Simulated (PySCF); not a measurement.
PySCF input for SrF, SMILES [F][Sr], multiplicity 2, TDA-B3LYP/def2-TZVPD. The structure is a stationary point at B3LYP-D3(BJ)/def2-TZVPD. The multiplicity is an assumed one; other spin states were not compared. The def2 effective core potentials stand for the cores of Sr; spin–orbit coupling is left out.

```python
import numpy as np
from pyscf import gto, scf, dft, tdscf

mol = gto.M(
    atom='''
    Sr    0.00000000    0.00000000   -0.40249550
    F     0.00000000    0.00000000    1.69942545
    ''',
    basis='def2-TZVPD',
    ecp={'Sr': 'def2-tzvp'},
    charge=0,
    spin=1,
    max_memory=1600,
    verbose=4,
)
mf = dft.UKS(mol, xc='b3lyp').density_fit(auxbasis='def2-universal-jkfit')
mf.grids.level = 3
mf.conv_tol = 1e-9
mf.max_cycle = 100
mf.kernel()
fine, coarse = mf.grids, dft.Grids(mol).set(level=1).build(with_non0tab=True)
for _ in range(3):  # follow internal instabilities
    mf.grids = coarse
    mo, _, stable, _ = mf.stability(return_status=True, nroots=4)
    mf.grids = fine
    if stable:
        break
    mf.kernel(mf.make_rdm1(mo, mf.mo_occ))
mf.grids = dft.Grids(mol).set(level=1).build(with_non0tab=True)  # coarser grid for the response kernel
td = tdscf.TDA(mf)
td.nstates = 10
td.conv_tol = 1e-4
td.positive_eig_threshold = 1e-6
td.kernel(x0=td.get_init_guess(mf, 15))
td.analyze(verbose=3)
```

Output:

```
PySCF version 2.14.0

[INPUT] verbose = 4
[INPUT] num. atoms = 2
[INPUT] num. electrons = 19
[INPUT] charge = 0
[INPUT] spin (= nelec alpha-beta = 2S) = 1
[INPUT] symmetry False subgroup None
[INPUT] Mole.unit = angstrom
[INPUT] Symbol           X                Y                Z      unit          X                Y                Z       unit  Magmom
[INPUT]  1 Sr     0.000000000000   0.000000000000  -0.402495500000 AA    0.000000000000   0.000000000000  -0.760606261370 Bohr   0.0
[INPUT]  2 F      0.000000000000   0.000000000000   1.699425450000 AA    0.000000000000   0.000000000000   3.211448669616 Bohr   0.0

nuclear repulsion = 22.658296917779
number of shells = 27
number of NR pGTOs = 108
number of NR cGTOs = 73
basis = def2-TZVPD
ecp = {'Sr': 'def2-tzvp'}


******** <class 'pyscf.df.df_jk.DFUKS'> ********
method = DFUKS
initial guess = minao
damping factor = 0
level_shift factor = 0
DIIS = <class 'pyscf.scf.diis.CDIIS'>
diis_start_cycle = 1
diis_space = 8
diis_damp = 0
SCF conv_tol = 1e-09
SCF conv_tol_grad = None
SCF max_cycles = 100
direct_scf = False
number electrons alpha = 10  beta = 9
XC library pyscf.dft.libxc version 7.1.2
    S. Lehtola, C. Steigemann, M. J. T. Oliveira, and M. A. L. Marques,  SoftwareX 7, 1–5 (2018)
XC functionals = b3lyp
    P. J. Stephens, F. J. Devlin, C. F. Chabalowski, and M. J. Frisch,  J. Phys. Chem. 98, 11623 (1994)
radial grids:
    Treutler-Ahlrichs [JCP 102, 346 (1995); DOI:10.1063/1.469408] (M4) radial grids

becke partition: Becke, JCP 88, 2547 (1988); DOI:10.1063/1.454033
pruning grids: <function nwchem_prune>
grids dens level: 3
symmetrized grids: False
atomic radii adjust function: <function treutler_atomic_radii_adjust>
small_rho_cutoff = 0
Set gradient conv threshold to 3.16228e-05
tot grids = 36176
******** <class 'pyscf.df.df.DF'> ********
auxbasis = def2-universal-jkfit
init E= -128.914053796189
  alpha nocc = 10  HOMO = -0.269888708727194  LUMO = -0.211892393063116
  beta  nocc = 9  HOMO = -0.658263412797831  LUMO = -0.269888708727191

WARN: HOMO -0.269888708727194 >= LUMO -0.269888708727191

cycle= 1 E= -130.529024565527  delta_E= -1.61  |g|= 0.594  |ddm|= 1.79
  alpha nocc = 10  HOMO = -0.074648600978518  LUMO = -0.0130831862881311
  beta  nocc = 9  HOMO = -0.0774874419228432  LUMO = -0.0602766086266595
  HOMO = -0.0746486009785  LUMO = -0.0602766086267  gap/eV = 0.39108
cycle= 2 E= -129.170060224764  delta_E= 1.36  |g|= 1.98  |ddm|= 1.66
  alpha nocc = 10  HOMO = -0.12176579455506  LUMO = -0.00851484143327273
  beta  nocc = 9  HOMO = -0.316204758848479  LUMO = -0.0733484661494288
  HOMO = -0.121765794555  LUMO = -0.0733484661494  gap/eV = 1.31750
cycle= 3 E= -130.66788327862  delta_E= -1.5  |g|= 0.0995  |ddm|= 1.06
  alpha nocc = 10  HOMO = -0.143832036243793  LUMO = -0.0235471946848619
  beta  nocc = 9  HOMO = -0.311845946515649  LUMO = -0.0900930850063773
  HOMO = -0.143832036244  LUMO = -0.0900930850064  gap/eV = 1.46231
cycle= 4 E= -130.673333408426  delta_E= -0.00545  |g|= 0.0504  |ddm|= 0.211
  alpha nocc = 10  HOMO = -0.141385259093511  LUMO = -0.0202810510707808
  beta  nocc = 9  HOMO = -0.316302538115932  LUMO = -0.0856013076109361
  HOMO = -0.141385259094  LUMO = -0.0856013076109  gap/eV = 1.51796
cycle= 5 E= -130.674292093224  delta_E= -0.000959  |g|= 0.0116  |ddm|= 0.0738
  alpha nocc = 10  HOMO = -0.141616814584822  LUMO = -0.019528604367967
  beta  nocc = 9  HOMO = -0.321895332641417  LUMO = -0.085316423343784
  HOMO = -0.141616814585  LUMO = -0.0853164233438  gap/eV = 1.53201
cycle= 6 E= -130.674371650067  delta_E= -7.96e-05  |g|= 0.00247  |ddm|= 0.0186
  alpha nocc = 10  HOMO = -0.142023760799319  LUMO = -0.0195103271867003
  beta  nocc = 9  HOMO = -0.323048901948071  LUMO = -0.0855742685241187
  HOMO = -0.142023760799  LUMO = -0.0855742685241  gap/eV = 1.53607
cycle= 7 E= -130.67437978733  delta_E= -8.14e-06  |g|= 0.000867  |ddm|= 0.00929
  alpha nocc = 10  HOMO = -0.142108716594578  LUMO = -0.0194713961247702
  beta  nocc = 9  HOMO = -0.323329355293157  LUMO = -0.0856136381538128
  HOMO = -0.142108716595  LUMO = -0.0856136381538  gap/eV = 1.53731
cycle= 8 E= -130.674381114395  delta_E= -1.33e-06  |g|= 8.32e-05  |ddm|= 0.00434
  alpha nocc = 10  HOMO = -0.142086201474015  LUMO = -0.0194576753728862
  beta  nocc = 9  HOMO = -0.323310594218143  LUMO = -0.0855955784293845
  HOMO = -0.142086201474  LUMO = -0.0855955784294  gap/eV = 1.53719
cycle= 9 E= -130.674381146036  delta_E= -3.16e-08  |g|= 2.23e-05  |ddm|= 0.000832
  alpha nocc = 10  HOMO = -0.142085106663046  LUMO = -0.0194550119587565
  beta  nocc = 9  HOMO = -0.323317472160587  LUMO = -0.0855934537902979
  HOMO = -0.142085106663  LUMO = -0.0855934537903  gap/eV = 1.53722
cycle= 10 E= -130.674381147004  delta_E= -9.69e-10  |g|= 4.57e-06  |ddm|= 0.000165
  alpha nocc = 10  HOMO = -0.142084258332432  LUMO = -0.0194545192583564
  beta  nocc = 9  HOMO = -0.323317511026537  LUMO = -0.0855926042848948
  HOMO = -0.142084258332  LUMO = -0.0855926042849  gap/eV = 1.53722
Extra cycle  E= -130.674381147036  delta_E= -3.13e-11  |g|= 4.59e-06  |ddm|= 4.13e-05
converged SCF energy = -130.674381147036  <S^2> = 0.75010025  2S+1 = 2.0001002
tot grids = 13392
uhf_internal: lowest eigs of H = [0.13915587 0.13915895 0.14830316 0.14830355]
<class 'pyscf.df.df_jk.DFUKS'> wavefunction is stable in the internal stability analysis
tot grids = 13392
Overwritten attributes  positive_eig_threshold  of <class 'pyscf.tdscf.uks.TDA'>


******** <class 'pyscf.tdscf.uks.TDA'> for <class 'pyscf.df.df_jk.DFUKS'> ********
nstates = 10
deg_eia_thresh = 1.000e-03
wfnsym = None
conv_tol = 0.0001
eigh lindep = 1e-12
eigh level_shift = 0
eigh max_cycle = 100


Excitation energies (eV)
[1.99975963 1.99975963 2.08298233 2.08308797 2.19428459 3.25526416
 3.25526416 4.26710535 4.34405307 5.13324066]

** Excitation energies and oscillator strengths **
Excited State   1:      1.99976 eV    620.00 nm  f=0.2808
Excited State   2:      1.99976 eV    620.00 nm  f=0.2808
Excited State   3:      2.08298 eV    595.22 nm  f=0.0000
Excited State   4:      2.08309 eV    595.19 nm  f=0.0000
Excited State   5:      2.19428 eV    565.03 nm  f=0.1927
Excited State   6:      3.25526 eV    380.87 nm  f=0.0806
Excited State   7:      3.25526 eV    380.87 nm  f=0.0806
Excited State   8:      4.26711 eV    290.56 nm  f=0.0616
Excited State   9:      4.34405 eV    285.41 nm  f=0.0009
Excited State  10:      5.13324 eV    241.53 nm  f=0.0040
```

The run converged.

Cost: around 14 core-seconds (rough).
